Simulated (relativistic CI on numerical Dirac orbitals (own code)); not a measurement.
# Ti⁺ in a cubic cluster: 2p photoemission with charge transfer

Computed with a charge-transfer multiplet model of a cubic metal-ligand cluster with up to one ligand hole, Slater and spin-orbit integrals from Dirac-Coulomb-Breit ions, Slater integrals scaled by 0.7. The ground state mixes d3 with configurations of k ligand holes L, whose averages lie at kΔ + k(k − 1)U_dd/2; a core hole lowers each added d electron by U_cd. 300 K, Lorentzian 0.6 eV and Gaussian 0.8 eV FWHM.

Atomic integrals in eV (Slater integrals scaled, ζ unscaled), ground: F2dd 4.733, F4dd 2.905, zeta_d 0.009; with the core hole: F2dd 6.408, F4dd 3.990, zeta_d 0.022, zeta_core 3.746, F2cd 3.430, G1cd 2.435, G3cd 1.380.

Cluster parameters (eV): Δ = 9.7, U_dd = 5.5, U_cd = 7.1, 10Dq(ligand) = 1.1, V(eg) = 1.75, V(t2g) = -0.78, final-state hopping factor = 1.

```csv
Case,n_d,d3,d4L,S
10Dq = 0.05 eV,3.11,0.89,0.11,1.50
10Dq = 0.35 eV,3.11,0.89,0.11,1.50
10Dq = 0.65 eV,3.11,0.89,0.11,1.50
```

Weights, n_d and S are thermal averages at 300 K. Binding energies count from the first peak over 30 % of the highest in each spectrum, which can be another peak from case to case. The parameters are a model scan and need not match a compound or its usual spin state. Peaks in eV (height, largest 100):
- 10Dq = 0.05 eV: 0.0 (100), 6.0 (54)
- 10Dq = 0.35 eV: 0.0 (100), 6.0 (55)
- 10Dq = 0.65 eV: 0.0 (100), 6.1 (55)

For the case 10Dq = 0.65 eV, Δ = 9.7 eV is larger than U_dd = 5.5 eV, the Mott-Hubbard side of the Zaanen-Sawatzky-Allen scheme. With the core hole the average of the configuration with one ligand hole lies at Δ − U_cd = 2.6 eV before mixing: the effective hopping of about 3.7 eV (from the holes of the mixed ground state) is comparable with this gap or larger, so the configurations mix strongly.

With at most 1 ligand hole the space is cut while the next configuration still counts, so covalency is underestimated, and a final configuration with one more ligand hole, which can lie low, is missing from the spectra.
